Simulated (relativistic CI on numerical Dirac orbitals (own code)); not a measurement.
Kr⁷⁺: q coefficients and field-shift factors

Computed by Dirac-Coulomb-Breit CI, separate exchange-only KLI orbitals for each configuration, derivatives by finite differences, unscaled Slater integrals, QED left out (own radial code, finite nucleus).

Configuration list (outside the closed core [Ar]): 3d¹⁰4s, 3d¹⁰4p, 3d¹⁰4d, 3d¹⁰4f, 3d¹⁰5s, 3d¹⁰5p, 3d⁹4s², 3d¹⁰5d. Levels of other configurations are missing.

With x = (α/α₀)² − 1 an excitation energy changes as ω = ω₀ + qx; K = 2q/ω₀ is the relative enhancement. Terms are leading LS components, so labels can repeat. The field-shift factor is F = δν/δ⟨r²⟩ for the transition from the lowest level.

Lowest level 3d¹⁰4s ²S1/2.

```
        Level  ω₀ (cm⁻¹)  q (cm⁻¹)        K  F (GHz/fm²)
3d¹⁰4p ²P°1/2     142724      4606   0.0645        -10.7
3d¹⁰4p ²P°3/2     152201     14470     0.19        -10.8
 3d¹⁰4d ²D3/2     370130     15410   0.0833        -10.5
 3d¹⁰4d ²D5/2     371402     16690   0.0899        -10.5
 3d¹⁰5s ²S1/2     484112      9829   0.0406        -6.39
3d¹⁰5p ²P°1/2     540481     11270   0.0417        -10.3
3d¹⁰5p ²P°3/2     544132     15060   0.0554        -10.3
3d¹⁰4f ²F°7/2     556469     15490   0.0557        -10.1
3d¹⁰4f ²F°5/2     556524     15550   0.0559        -10.1
 3d¹⁰5d ²D3/2     634111     15360   0.0485        -10.1
 3d¹⁰5d ²D5/2     634626     15780   0.0497        -10.1
 3d⁹4s² ²D5/2     658931    -31490  -0.0956         14.8
 3d⁹4s² ²D3/2     668996    -21640  -0.0647         14.9
```

At this charge configurations can still be misplaced by up to about 7 % of their energy.
